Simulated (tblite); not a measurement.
Record of a relaxation.

Species: C4H6B2Cl2F2.
Atom-mapped SMILES: `[CH3:1]/[C:2](=[CH:3]/[B:4]([F:5])[F:6])[CH2:7][B:8]([Cl:9])[Cl:10]` (hydrogens: H11, H12, H13 on C1; H14 on C3; H15, H16 on C7)

Computed with GFN2-xTB (tblite), gas phase: L-BFGS steps from a force-field or distance-geometry start until the largest atomic force falls under 0.01 eV/Å. 5 of its 129 geometries are shown.

Step 0: E = -890.8225 eV, largest atomic force 4.433 eV/Å
```
atom  x, y, z in Å  |  force x, y, z in eV/Å
C1     -0.474    1.786    0.475   -1.526  -0.473  -1.138
C2      0.187    0.528    0.006    0.922   0.479   1.174
C3      1.376    0.201    0.530    0.707  -0.453  -0.751
B4      2.145   -1.088    0.098    0.710  -2.418   3.647
F5      3.421   -1.250    0.820   -2.604   0.019  -2.164
F6      1.461   -2.382   -0.074    1.921   2.994  -0.102
C7     -0.462   -0.322   -0.988   -2.256   1.365  -1.309
B8     -1.884   -0.842   -0.460   -0.007  -2.529   1.092
Cl9    -2.347   -0.695    1.333    0.177  -0.079  -1.986
Cl10   -2.563   -2.316   -1.353    0.336   1.690   0.861
H11    -0.208    2.081    1.486    0.187   0.080  -0.364
H12    -1.579    1.603    0.426    0.802   0.456   0.201
H13    -0.259    2.537   -0.306    0.014   0.035   0.713
H14     1.783    0.902    1.267    0.221  -0.558  -0.399
H15    -0.742    0.369   -1.837    0.310  -0.528   0.308
H16     0.137   -1.104   -1.432    0.086  -0.080   0.215
```

Step 32: E = -892.6202 eV, largest atomic force 0.073 eV/Å
```
atom  x, y, z in Å  |  force x, y, z in eV/Å
C1     -0.444    1.844    0.389    0.004   0.010  -0.006
C2      0.175    0.523    0.059    0.007   0.009   0.053
C3      1.345    0.147    0.603    0.017  -0.006  -0.007
B4      2.131   -1.154    0.372   -0.031   0.012   0.002
F5      3.366   -1.309    0.824   -0.039  -0.004   0.018
F6      1.674   -2.224   -0.267    0.007   0.020  -0.013
C7     -0.583   -0.299   -0.942    0.060   0.041   0.003
B8     -1.821   -1.129   -0.371    0.019   0.010  -0.013
Cl9    -2.389   -0.947    1.235    0.024  -0.002   0.013
Cl10   -2.620   -2.239   -1.411   -0.013   0.002   0.021
H11    -0.098    2.219    1.348   -0.002  -0.025  -0.013
H12    -1.529    1.770    0.399   -0.002  -0.007   0.025
H13    -0.167    2.571   -0.374   -0.014   0.004  -0.025
H14     1.808    0.852    1.285   -0.014  -0.040  -0.007
H15    -0.945    0.382   -1.719   -0.043  -0.031  -0.045
H16     0.089   -0.998   -1.441    0.021   0.007  -0.006
```

Step 64: E = -892.6481 eV, largest atomic force 0.044 eV/Å
```
atom  x, y, z in Å  |  force x, y, z in eV/Å
C1     -0.440    1.885    0.334    0.006   0.026   0.007
C2      0.186    0.565    0.020   -0.041   0.016   0.006
C3      1.306    0.141    0.628   -0.030   0.009  -0.016
B4      2.042   -1.190    0.415    0.012   0.002   0.003
F5      3.104   -1.513    1.135    0.003  -0.018  -0.012
F6      1.716   -2.117   -0.479    0.004   0.004   0.041
C7     -0.567   -0.250   -0.991   -0.019   0.003  -0.025
B8     -1.704   -1.170   -0.349   -0.015   0.001   0.001
Cl9    -2.031   -1.152    1.336    0.035  -0.001   0.004
Cl10   -2.646   -2.194   -1.349    0.010  -0.008  -0.036
H11     0.028    2.354    1.194    0.007   0.003   0.003
H12    -1.504    1.756    0.530    0.041   0.006  -0.003
H13    -0.339    2.551   -0.523   -0.015  -0.011   0.011
H14     1.741    0.804    1.366    0.011  -0.009  -0.001
H15    -1.020    0.424   -1.724   -0.021  -0.004  -0.002
H16     0.118   -0.885   -1.554    0.010  -0.019   0.020
```

Step 96: E = -892.6605 eV, largest atomic force 0.026 eV/Å
```
atom  x, y, z in Å  |  force x, y, z in eV/Å
C1     -0.411    1.951    0.302   -0.003   0.000  -0.003
C2      0.175    0.610    0.007    0.012   0.007  -0.012
C3      1.266    0.156    0.646    0.002  -0.013   0.002
B4      1.929   -1.222    0.494    0.023  -0.007  -0.005
F5      2.993   -1.567    1.201   -0.023   0.008  -0.005
F6      1.521   -2.180   -0.331   -0.006   0.014   0.009
C7     -0.575   -0.203   -1.010   -0.003  -0.005   0.025
B8     -1.602   -1.254   -0.382    0.002   0.000   0.008
Cl9    -1.691   -1.518    1.309    0.006  -0.002  -0.007
Cl10   -2.639   -2.145   -1.417    0.006   0.003   0.005
H11     0.178    2.493    1.036   -0.001  -0.014  -0.008
H12    -1.423    1.825    0.687   -0.010   0.007  -0.017
H13    -0.475    2.545   -0.609   -0.005  -0.002   0.009
H14     1.721    0.819    1.373   -0.005  -0.015  -0.007
H15    -1.105    0.463   -1.694    0.001   0.014   0.001
H16     0.132   -0.766   -1.623    0.002   0.006   0.006
```

Step 128: E = -892.6623 eV, largest atomic force 0.008 eV/Å
```
atom  x, y, z in Å  |  force x, y, z in eV/Å
C1     -0.402    1.974    0.283    0.001  -0.001   0.003
C2      0.168    0.622    0.008    0.002   0.000  -0.001
C3      1.252    0.158    0.652   -0.002  -0.002   0.004
B4      1.896   -1.228    0.500    0.001   0.002  -0.005
F5      2.935   -1.601    1.229    0.002   0.001   0.005
F6      1.494   -2.167   -0.351    0.002  -0.005   0.002
C7     -0.589   -0.191   -1.001    0.000   0.000   0.000
B8     -1.565   -1.287   -0.367    0.000   0.000  -0.004
Cl9    -1.561   -1.627    1.312    0.001   0.001  -0.002
Cl10   -2.638   -2.151   -1.387    0.001   0.001   0.004
H11     0.151    2.489    1.063   -0.002  -0.002  -0.003
H12    -1.443    1.876    0.590    0.002   0.002  -0.001
H13    -0.382    2.581   -0.622    0.001  -0.005   0.005
H14     1.712    0.814    1.380   -0.001   0.003  -0.001
H15    -1.154    0.473   -1.659   -0.002  -0.002  -0.002
H16     0.117   -0.726   -1.642   -0.005   0.005  -0.003
```

**Question.** Summarise the path.

**Answer.** The energy falls by 177.52 kJ/mol from step 0 to step 128; nine tenths of that is first reached at step 5. It falls at every step. The largest force goes from 4.433 to 0.008 eV/Å. Among the bonds B4–F5 changes most, from 1.475 to 1.323 Å; the atoms move by 0.501 Å rms after alignment.

**Question.** Follow the three bonds and two angles with the largest change from start to end.

**Answer.** 
| step | E above end (kJ/mol) | largest force (eV/Å) | B4–F5 (Å) | B4–F6 (Å) | B8–Cl9 (Å) | C3–B4–F5 (°) | C2–C7–H16 (°) |
| --- | --- | --- | --- | --- | --- | --- | --- |
| 0 | 177.52 | 4.433 | 1.475 | 1.474 | 1.857 | 112.4 | 117.0 |
| 6 | 13.26 | 0.354 | 1.325 | 1.331 | 1.712 | 121.7 | 110.6 |
| 11 | 8.59 | 0.209 | 1.326 | 1.329 | 1.719 | 122.5 | 110.5 |
| 17 | 6.31 | 0.164 | 1.321 | 1.326 | 1.721 | 121.9 | 110.0 |
| 22 | 5.17 | 0.113 | 1.324 | 1.329 | 1.711 | 121.5 | 109.4 |
| 28 | 4.36 | 0.056 | 1.324 | 1.327 | 1.714 | 121.7 | 110.4 |
| 33 | 4.01 | 0.068 | 1.324 | 1.327 | 1.714 | 121.6 | 110.2 |
| 39 | 3.29 | 0.118 | 1.324 | 1.328 | 1.712 | 120.7 | 109.7 |
| 45 | 2.42 | 0.103 | 1.323 | 1.326 | 1.720 | 120.8 | 109.7 |
| 50 | 2.04 | 0.056 | 1.324 | 1.328 | 1.715 | 121.1 | 110.2 |
| 56 | 1.69 | 0.057 | 1.322 | 1.328 | 1.715 | 121.7 | 110.0 |
| 61 | 1.53 | 0.045 | 1.324 | 1.328 | 1.718 | 122.0 | 110.4 |
| 67 | 1.29 | 0.037 | 1.323 | 1.329 | 1.716 | 121.6 | 110.4 |
| 72 | 1.11 | 0.039 | 1.323 | 1.328 | 1.716 | 121.4 | 109.9 |
| 78 | 0.77 | 0.067 | 1.322 | 1.328 | 1.714 | 121.6 | 109.7 |
| 83 | 0.62 | 0.042 | 1.322 | 1.327 | 1.714 | 121.4 | 109.8 |
| 89 | 0.43 | 0.039 | 1.323 | 1.329 | 1.713 | 121.7 | 109.3 |
| 95 | 0.20 | 0.047 | 1.323 | 1.328 | 1.714 | 121.9 | 109.7 |
| 100 | 0.16 | 0.017 | 1.323 | 1.329 | 1.714 | 121.9 | 109.6 |
| 106 | 0.15 | 0.017 | 1.323 | 1.328 | 1.713 | 121.8 | 109.6 |
| 111 | 0.12 | 0.021 | 1.322 | 1.328 | 1.713 | 121.7 | 109.6 |
| 117 | 0.06 | 0.028 | 1.323 | 1.329 | 1.713 | 121.9 | 109.3 |
| 122 | 0.01 | 0.018 | 1.323 | 1.329 | 1.713 | 122.0 | 109.4 |
| 128 | 0.00 | 0.008 | 1.323 | 1.329 | 1.713 | 121.9 | 109.4 |

The cost below is that of the whole relaxation. Hardware: one thread, Arm Neoverse V1 (aarch64), shared host. Cost: 1.1 s of wall time.
